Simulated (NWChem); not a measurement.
All runs are NWChem calculations. System: BCl, charge 1, spin multiplicity 2, at the geometry of a parent with another charge or spin, in a state set for the comparison that need not be this species' ground state. Its SCF solution wasn't tested for a lower state. Level: UHF/aug-cc-pVTZ.

The NWChem input:

```
start mol
memory heap 200 mb stack 900 mb global 1100 mb
charge 1
geometry units angstroms nocenter noautoz
  B      0.000000     0.000000    -1.331139
  Cl     0.000000     0.000000     0.391511
  symmetry group C2v
end
basis spherical
  * library aug-cc-pvtz
end
scf
  uhf
  nopen 1
  maxiter 100
  thresh 1e-7
  semidirect memsize 60000000 filesize 0
  # guess.movecs holds the orbitals of an unrestricted PBE0 run
  vectors input guess.movecs output mol.movecs
end
task scf energy
```

Part of the output:

```
             Northwest Computational Chemistry Package (NWChem) 7.3.0
             --------------------------------------------------------

                                NWChem Input Module
                                -------------------

 Scaling coordinates for geometry "geometry" by  1.889725989
 (inverse scale =  0.529177249)

 Turning off AUTOSYM since
 SYMMETRY directive was detected!

                             Geometry "geometry" -> ""
                             -------------------------

 Output coordinates in angstroms (scale by  1.889725989 to convert to a.u.)

  No.       Tag          Charge          X              Y              Z
 ---- ---------------- ---------- -------------- -------------- --------------
    1 B                    5.0000     0.00000000     0.00000000    -1.33113900
    2 Cl                  17.0000     0.00000000     0.00000000     0.39151100

 Effective nuclear repulsion energy (a.u.)      26.1109721446

            Nuclear Dipole moment (a.u.)
            ----------------------------
        X                 Y               Z
 ---------------- ---------------- ----------------
     0.0000000000     0.0000000000    -0.0000151178

      Symmetry information
      --------------------

 Group name             C2v
 Group number             16
 Group order               4
 No. of unique centers     2

      Symmetry unique atoms

     1    2


 Summary of "ao basis" -> "" (spherical)
 ------------------------------------------------------------------------------
       Tag                 Description            Shells   Functions and Types
 ---------------- ------------------------------  ------  ---------------------
 *                        aug-cc-pvtz                 on all atoms

 Summary of "ao basis" -> "ao basis" (spherical)
 ------------------------------------------------------------------------------
       Tag                 Description            Shells   Functions and Types
 ---------------- ------------------------------  ------  ---------------------
 B                        aug-cc-pvtz               14       46   5s4p3d2f
 Cl                       aug-cc-pvtz               16       50   6s5p3d2f

                                 NWChem SCF Module
                                 -----------------

  ao basis        = "ao basis"
  functions       =    96
  atoms           =     2
  alpha electrons =    11
  beta  electrons =    10
  charge          =   1.00
  wavefunction    = UHF
  use symmetry    = T
  symmetry adapt  = T

 Summary of "ao basis" -> "ao basis" (spherical)
 ------------------------------------------------------------------------------
       Tag                 Description            Shells   Functions and Types
 ---------------- ------------------------------  ------  ---------------------
 B                        aug-cc-pvtz               14       46   5s4p3d2f
 Cl                       aug-cc-pvtz               16       50   6s5p3d2f

      Symmetry analysis of basis
      --------------------------

        a1         40
        a2         10
        b1         23
        b2         23

 Forming initial guess at       0.1s

   Symmetry analysis of molecular orbitals - initial alpha
   -------------------------------------------------------

  Numbering of irreducible representations:

     1 a1          2 a2          3 b1          4 b2

  Orbital symmetries:

     1 a1          2 a1          3 a1          4 b1          5 b2
     6 a1          7 a1          8 a1          9 b2         10 b1
    11 a1         12 b2         13 b1         14 a1         15 a1
    16 b2         17 b1         18 a1         19 a1         20 a1
    21 a2

   Symmetry analysis of molecular orbitals - initial beta
   ------------------------------------------------------

  Numbering of irreducible representations:

     1 a1          2 a2          3 b1          4 b2

  Orbital symmetries:

     1 a1          2 a1          3 a1          4 b1          5 b2
     6 a1          7 a1          8 a1          9 b1         10 b2
    11 a1         12 b2         13 b1         14 a1         15 a1
    16 b2         17 b1         18 a1         19 a1         20 a2
    21 a1

 Starting SCF solution at       0.1s

 ----------------------------------------------
         Quadratically convergent UHF

 Convergence threshold     :          1.000E-07
 Maximum no. of iterations :          100
 Integral*density screening:          1.000E-09
 ----------------------------------------------

              iter       energy          gnorm     gmax       time
             ----- ------------------- --------- --------- --------
                 1     -483.8130234280  4.57D-01  1.24D-01      2.5
                 2     -483.8234721346  6.35D-02  1.88D-02      2.6
                 3     -483.8245597153  1.76D-03  4.95D-04      2.8
                 4     -483.8245609298  1.80D-06  4.80D-07      3.2
                 5     -483.8245609298  6.02D-09  1.88D-09      3.5

       Final UHF  results
       ------------------

         Total SCF energy =   -483.824560929783
      One electron energy =   -712.688510262876
      Two electron energy =    202.752977188447
 Nuclear repulsion energy =     26.110972144646

                       Sz =      0.5000
                 Sz(Sz+1) =      0.7500
                      S^2 =      0.7602

        Time for solution =      3.4s

       Symmetry analysis of molecular orbitals - alpha
       -----------------------------------------------

  Numbering of irreducible representations:

     1 a1          2 a2          3 b1          4 b2

  Orbital symmetries:

     1 a1          2 a1          3 a1          4 b2          5 b1
     6 a1          7 a1          8 a1          9 a1         10 b2
    11 b1         12 b2         13 b1         14 a1         15 a1
    16 b2         17 b1         18 a1         19 a1         20 a1
    21 a2

       Symmetry analysis of molecular orbitals - beta
       ----------------------------------------------

  Numbering of irreducible representations:

     1 a1          2 a2          3 b1          4 b2

  Orbital symmetries:

     1 a1          2 a1          3 b2          4 b1          5 a1
     6 a1          7 a1          8 a1          9 b2         10 b1
    11 a1         12 b2         13 b1         14 a1         15 a1
    16 b1         17 b2         18 a1         19 b2         20 b1
    21 a1

          Final alpha eigenvalues
          -----------------------

              1
    1 -105.1741
    2  -10.8950
    3   -8.3640
    4   -8.3584
    5   -8.3584
    6   -8.1290
    7   -1.4304
    8   -0.9639
    9   -0.8047
   10   -0.7793
   11   -0.7793
   12   -0.2444
   13   -0.2444
   14   -0.1059
   15   -0.0872
   16   -0.0757
   17   -0.0757
   18   -0.0374
   19   -0.0153
   20   -0.0081
   21   -0.0081

          Final beta eigenvalues
          ----------------------

              1
    1 -105.1736
    2  -10.8944
    3   -8.3601
    4   -8.3601
    5   -8.3574
    6   -8.0948
    7   -1.4197
    8   -0.9184
    9   -0.7838
   10   -0.7838
   11   -0.2910
   12   -0.1886
   13   -0.1886
   14   -0.0922
   15   -0.0820
   16   -0.0731
   17   -0.0731
   18   -0.0361
   19   -0.0058
   20   -0.0058
   21   -0.0057

                    UHF Final Alpha Molecular Orbital Analysis
                    ------------------------------------------

 Vector    9  Occ=1.000000D+00  E=-8.047097D-01  Symmetry=a1
              MO Center= -3.4D-16, -5.0D-16, -1.3D+00, r^2= 1.9D+00
   Bfn.  Coefficient  Atom+Function         Bfn.  Coefficient  Atom+Function
  ----- ------------  ---------------      ----- ------------  ---------------
    11      0.412572  1 B  pz                 2     -0.370717  1 B  s
    58     -0.295620  2 Cl pz                 8      0.282247  1 B  pz

 Vector   10  Occ=1.000000D+00  E=-7.793267D-01  Symmetry=b2
              MO Center=  1.0D-19,  5.6D-17,  1.6D-01, r^2= 1.3D+00
   Bfn.  Coefficient  Atom+Function         Bfn.  Coefficient  Atom+Function
  ----- ------------  ---------------      ----- ------------  ---------------
    57      0.552084  2 Cl py                63      0.256064  2 Cl py
    60      0.242401  2 Cl py

 Vector   11  Occ=1.000000D+00  E=-7.793267D-01  Symmetry=b1
              MO Center=  2.3D-15,  1.9D-17,  1.6D-01, r^2= 1.3D+00
   Bfn.  Coefficient  Atom+Function         Bfn.  Coefficient  Atom+Function
  ----- ------------  ---------------      ----- ------------  ---------------
    56      0.552084  2 Cl px                62      0.256064  2 Cl px
    59      0.242401  2 Cl px

 Vector   12  Occ=0.000000D+00  E=-2.444154D-01  Symmetry=b2
              MO Center=  2.7D-16, -1.9D-15, -1.2D+00, r^2= 2.3D+00
   Bfn.  Coefficient  Atom+Function         Bfn.  Coefficient  Atom+Function
  ----- ------------  ---------------      ----- ------------  ---------------
    10      0.484849  1 B  py                13      0.405369  1 B  py
     7      0.298443  1 B  py                63     -0.229765  2 Cl py
    57     -0.228181  2 Cl py

 Vector   13  Occ=0.000000D+00  E=-2.444154D-01  Symmetry=b1
              MO Center= -1.2D-14, -3.4D-17, -1.2D+00, r^2= 2.3D+00
   Bfn.  Coefficient  Atom+Function         Bfn.  Coefficient  Atom+Function
  ----- ------------  ---------------      ----- ------------  ---------------
     9      0.484849  1 B  px                12      0.405369  1 B  px
     6      0.298443  1 B  px                62     -0.229765  2 Cl px
    56     -0.228181  2 Cl px

 Vector   14  Occ=0.000000D+00  E=-1.059072D-01  Symmetry=a1
              MO Center= -2.8D-15, -3.2D-15, -6.2D-01, r^2= 1.2D+01
   Bfn.  Coefficient  Atom+Function         Bfn.  Coefficient  Atom+Function
  ----- ------------  ---------------      ----- ------------  ---------------
     5      2.004853  1 B  s                 52     -1.454778  2 Cl s
    14      0.771647  1 B  pz                 4      0.490786  1 B  s
    51     -0.459471  2 Cl s                 67      0.362879  2 Cl pz
    64      0.351789  2 Cl pz                17      0.273853  1 B  pz
    11      0.190049  1 B  pz

                     UHF Final Beta Molecular Orbital Analysis
                     -----------------------------------------

 Vector    8  Occ=1.000000D+00  E=-9.184297D-01  Symmetry=a1
              MO Center= -8.3D-17,  8.7D-17,  1.1D-01, r^2= 1.3D+00
   Bfn.  Coefficient  Atom+Function         Bfn.  Coefficient  Atom+Function
  ----- ------------  ---------------      ----- ------------  ---------------
    58      0.418979  2 Cl pz                 2     -0.331961  1 B  s
    51      0.252479  2 Cl s                 49      0.237563  2 Cl s
    61      0.193755  2 Cl pz                11     -0.170971  1 B  pz

 Vector    9  Occ=1.000000D+00  E=-7.837928D-01  Symmetry=b2
              MO Center= -5.8D-17, -3.7D-16,  2.2D-01, r^2= 1.2D+00
   Bfn.  Coefficient  Atom+Function         Bfn.  Coefficient  Atom+Function
  ----- ------------  ---------------      ----- ------------  ---------------
    57      0.567751  2 Cl py                63      0.263448  2 Cl py
    60      0.250134  2 Cl py

 Vector   10  Occ=1.000000D+00  E=-7.837928D-01  Symmetry=b1
              MO Center= -6.0D-16,  6.1D-17,  2.2D-01, r^2= 1.2D+00
   Bfn.  Coefficient  Atom+Function         Bfn.  Coefficient  Atom+Function
  ----- ------------  ---------------      ----- ------------  ---------------
    56      0.567751  2 Cl px                62      0.263448  2 Cl px
    59      0.250134  2 Cl px

 Vector   11  Occ=0.000000D+00  E=-2.909633D-01  Symmetry=a1
              MO Center=  1.7D-15,  3.5D-16, -1.6D+00, r^2= 2.2D+00
   Bfn.  Coefficient  Atom+Function         Bfn.  Coefficient  Atom+Function
  ----- ------------  ---------------      ----- ------------  ---------------
     4      0.547373  1 B  s                  2      0.374486  1 B  s
    58      0.233735  2 Cl pz                64      0.182704  2 Cl pz
    11     -0.165992  1 B  pz

 Vector   12  Occ=0.000000D+00  E=-1.885894D-01  Symmetry=b2
              MO Center= -4.0D-15, -2.5D-14, -1.1D+00, r^2= 2.8D+00
   Bfn.  Coefficient  Atom+Function         Bfn.  Coefficient  Atom+Function
  ----- ------------  ---------------      ----- ------------  ---------------
    13      0.512393  1 B  py                10      0.415538  1 B  py
     7      0.275662  1 B  py                63     -0.245039  2 Cl py
    57     -0.203980  2 Cl py

 Vector   13  Occ=0.000000D+00  E=-1.885894D-01  Symmetry=b1
              MO Center= -1.4D-14, -2.9D-15, -1.1D+00, r^2= 2.8D+00
   Bfn.  Coefficient  Atom+Function         Bfn.  Coefficient  Atom+Function
  ----- ------------  ---------------      ----- ------------  ---------------
    12      0.512393  1 B  px                 9      0.415538  1 B  px
     6      0.275662  1 B  px                62     -0.245039  2 Cl px
    56     -0.203980  2 Cl px

 center of mass
 --------------
 x =   0.00000000 y =   0.00000000 z =  -0.03963045

 moments of inertia (a.u.)
 ------------------
          88.732278200881           0.000000000000           0.000000000000
           0.000000000000          88.732278200881           0.000000000000
           0.000000000000           0.000000000000           0.000000000000

  Mulliken analysis of the total density
  --------------------------------------

    Atom       Charge   Shell Charges
 -----------   ------   -------------------------------------------------------
    1 B    5     4.40   1.96  0.80  0.18  0.21 -0.00  0.33  0.67  0.09  0.00  0.02  0.09 -0.00  0.01  0.02
    2 Cl  17    16.60   2.00  1.88  1.21  0.20  0.59 -0.02  5.82  2.83  1.05  1.01 -0.02  0.01  0.03  0.01  0.00  0.00

  Mulliken analysis of the alpha density
  --------------------------------------

    Atom       Charge   Shell Charges
 -----------   ------   -------------------------------------------------------
    1 B    5     2.66   0.98  0.56  0.12  0.14 -0.01  0.24  0.48  0.07  0.00  0.01  0.05  0.00  0.01  0.01
    2 Cl  17     8.34   1.00  0.94  0.61  0.10  0.30 -0.00  2.91  1.43  0.53  0.51 -0.01  0.01  0.02  0.01  0.00  0.00

   Mulliken analysis of the beta density
   -------------------------------------

    Atom       Charge   Shell Charges
 -----------   ------   -------------------------------------------------------
    1 B    5     1.73   0.98  0.24  0.06  0.08  0.00  0.09  0.19  0.03  0.00  0.01  0.05 -0.00  0.01  0.01
    2 Cl  17     8.27   1.00  0.94  0.61  0.10  0.29 -0.02  2.91  1.40  0.52  0.51 -0.01  0.01  0.02  0.00  0.00  0.00

   Mulliken analysis of the spin density
   -------------------------------------

    Atom       Charge   Shell Charges
 -----------   ------   -------------------------------------------------------
    1 B    5     0.93   0.00  0.32  0.07  0.06 -0.01  0.15  0.29  0.04 -0.00 -0.00 -0.00  0.00  0.00  0.00
    2 Cl  17     0.07   0.00  0.00  0.00 -0.00  0.01  0.02  0.00  0.02  0.01  0.00  0.00  0.00  0.00  0.01  0.00  0.00

       Multipole analysis of the density wrt the origin
       ------------------------------------------------

     L   x y z        total         alpha         beta         nuclear
     -   - - -        -----         -----         ----         -------
     0   0 0 0      1.000000    -11.000000    -10.000000     22.000000

     1   1 0 0     -0.000000     -0.000000      0.000000      0.000000
     1   0 1 0      0.000000      0.000000      0.000000      0.000000
     1   0 0 1     -1.631603      0.874757     -2.506345     -0.000015

     2   2 0 0    -11.275829     -6.150172     -5.125657      0.000000
     2   1 1 0      0.000000     -0.000000      0.000000      0.000000
     2   1 0 1      0.000000      0.000000      0.000000      0.000000
     2   0 2 0    -11.275829     -6.150172     -5.125657      0.000000
     2   0 1 1      0.000000      0.000000      0.000000      0.000000
     2   0 0 2     -4.912777    -29.262532    -16.594032     40.943787

 Task  times  cpu:        3.6s     wall:        3.6s

 Total times  cpu:        3.6s     wall:        3.6s
```
